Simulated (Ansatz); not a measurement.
CH$_{6}$OSSi$_{2}$, SMILES `[SiH3]S[SiH]1CO1`, relaxed with RKS PBE0-D4/def2-TZVP in the Gaussian-basis code of Ansatz from a PBE-D4/def2-SVP geometry. The force threshold is 0.005 eV/Å; the program also tests the step.

The species carries charge 0 and has multiplicity 1.

Start:

```xyz
11

Si    2.043    1.269   -0.462
S    -0.108    1.303   -0.784
Si   -0.603   -0.657   -0.083
C    -2.297   -0.998    0.519
O    -1.200   -0.847    1.503
H     2.584    2.445   -1.221
H     2.383    1.397    0.996
H     2.628   -0.011   -0.995
H     0.365   -1.703   -0.530
H    -3.051   -0.186    0.561
H    -2.744   -2.012    0.496
```

**Question.** How much energy does the relaxation release, and in how many steps? (Best estimate.)

**Answer.** The calculation gave: 9.04 kJ/mol, in 29 steps, 3 of them rejected.

**Question.** Which bonds change most? (Estimate.)

**Answer.** Ansatz gave: Si3–O5 from 1.706 to 1.652 Å; Si3–C4 from 1.830 to 1.799 Å; S2–Si3 from 2.139 to 2.108 Å; Si1–S2 from 2.176 to 2.147 Å.

**Question.** Give the relaxed structure. (An estimate is asked.)

**Answer.** Ansatz gave: 
```xyz
11

Si    2.032    1.185   -0.580
S    -0.104    1.401   -0.569
Si   -0.581   -0.501    0.204
C    -2.283   -1.051    0.400
O    -1.493   -0.604    1.577
H     2.552    2.494   -1.039
H     2.538    0.875    0.780
H     2.449    0.112   -1.515
H     0.571   -1.423    0.106
H    -3.119   -0.389    0.183
H    -2.561   -2.101    0.453
```
